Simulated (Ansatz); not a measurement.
Relaxation of AlBCl2H4O2 (10 atoms, charge 0, multiplicity 1), to a largest force component of 0.03 eV/Å in at most 50 steps.

All numbers below come from Ansatz, RKS B3LYP/cc-pVDZ.

```xyz
10
Properties=species:S:1:pos:R:3
B -0.038 -0.632 0.112
Cl 0.656 -0.686 1.815
O 0.762 -0.477 -0.951
H 1.669 -0.241 -0.707
Cl -1.733 -1.085 -0.126
O -0.425 1.915 0.535
Al -1.803 2.967 0.311
H -2.300 3.125 -1.179
H -2.418 3.691 1.580
H -0.071 1.752 1.438
```

Where does it end, and by what steps?

It converged. After 38 steps the energy has fallen by 1.496 eV; Cl5 moved furthest, 2.00 Å. Parted: B1–Cl5 (1.77 → 3.87 Å). Joined: B1–O6 (2.61 → 1.39 Å), Cl5–Al7 (4.08 → 2.18 Å).

| step | energy less start (eV) | largest force component (eV/Å) | accepted |
| --- | --- | --- | --- |
| 0 | 0.0000 | 0.701 | yes |
| 2 | -0.0333 | 0.158 | yes |
| 4 | -0.0387 | 0.094 | yes |
| 6 | -0.0424 | 0.125 | yes |
| 8 | -0.0474 | 0.288 | yes |
| 10 | -0.0650 | 0.243 | yes |
| 12 | -0.0895 | 0.305 | yes |
| 14 | -0.1212 | 0.246 | yes |
| 16 | -0.4569 | 1.473 | yes |
| 18 | -0.7540 | 1.824 | yes |
| 20 | -0.8427 | 0.303 | yes |
| 22 | -0.8904 | 2.641 | no |
| 24 | -1.1146 | 1.345 | yes |
| 26 | -1.3624 | 1.915 | yes |
| 28 | -1.4571 | 0.290 | yes |
| 30 | -1.4740 | 0.202 | yes |
| 32 | -1.4899 | 0.063 | yes |
| 34 | -1.4936 | 0.095 | yes |
| 36 | -1.4960 | 0.045 | yes |
| 38 | -1.4963 | 0.023 | yes |

```xyz
10
Properties=species:S:1:pos:R:3
B 0.597 0.371 0.479
Cl 1.664 -0.369 1.696
O 0.614 0.084 -0.826
H 1.241 -0.607 -1.080
Cl -3.223 0.250 -0.096
O -0.317 1.337 0.898
Al -2.059 2.089 0.007
H -1.524 2.651 -1.370
H -2.393 3.002 1.267
H -0.302 1.519 1.851
```

Time of the run: 2.4 min on 4 threads of Intel(R) Xeon(R) Platinum 8259CL CPU @ 2.50GHz (Skylake/Cascade Lake) (shared host), peak memory 0.34 GiB.
